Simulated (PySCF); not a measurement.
# Hartree-Fock beside MP2: BClH3OSi

Calculated results; nothing here was measured. They come from PySCF 2.14.0, an open-source quantum chemistry program, on an isolated molecule that a program drew, which may never have been made. The molecule is BClH3OSi (charge 0, doublet), drawn as the SMILES string `OB[SiH]Cl`.

The geometry was optimised and harmonic frequencies were computed with HF and MP2, all in the cc-pV(D+d)Z basis, for the commonest isotopes, with a restricted reference for singlets and an unrestricted one otherwise, and a frozen core in MP2. Each result is a local minimum of its method.

Geometry at the HF minimum:
```xyz
7
BClH3OSi, angstrom
O    -0.0802   -1.1728    1.8457
B     1.1850   -0.8191    1.5642
Si    1.5542    0.9300    0.6095
Cl    0.0039    2.3173    0.7086
H    -0.1668   -2.0251    2.2474
H     2.1085   -1.5542    1.8089
H     2.7948    1.6243    1.0190
```

Lengths of the bonds as drawn, in Å (atoms numbered as above):
| bond | HF | MP2 |
|---|---|---|
| O1-B2 | 1.343 | 1.362 |
| B2-Si3 | 2.027 | 2.009 |
| Si3-Cl4 | 2.083 | 2.073 |
| O1-H5 | 0.946 | 0.969 |
| B2-H6 | 1.206 | 1.212 |
| Si3-H7 | 1.479 | 1.483 |

Rotational constants, in GHz:
| constant | HF | MP2 |
|---|---|---|
| A | 8.34 | 8.439 |
| B | 2.429 | 2.431 |
| C | 1.9 | 1.903 |

Harmonic frequencies in cm^-1, each column in rising order, so a row needn't be the same motion in every method:
```
rank    HF   MP2
   1   101    92
   2   127   141
   3   346     ?
   4   463   417
   5   508   510
   6   626   600
   7   633   634
   8   834   802
   9   929   893
  10  1050  1003
  11  1258  1186
  12  1409  1360
  13  2313  2277
  14  2663  2618
  15  4147  3837
```

**Estimate the missing MP2 frequency from the HF column.**

A single factor s that minimises the squared misfit of MP2 against s times HF over the other rows is sum(HF x MP2) / sum(HF^2) = 0.9518, with an rms misfit of 45 cm^-1. For rank 3 it gives 0.9518 x 346 = 329 cm^-1. The calculation gives 316 cm^-1, 13 cm^-1 below the estimate. The drawn bonds are on average 0.5 % longer in MP2 than in HF.
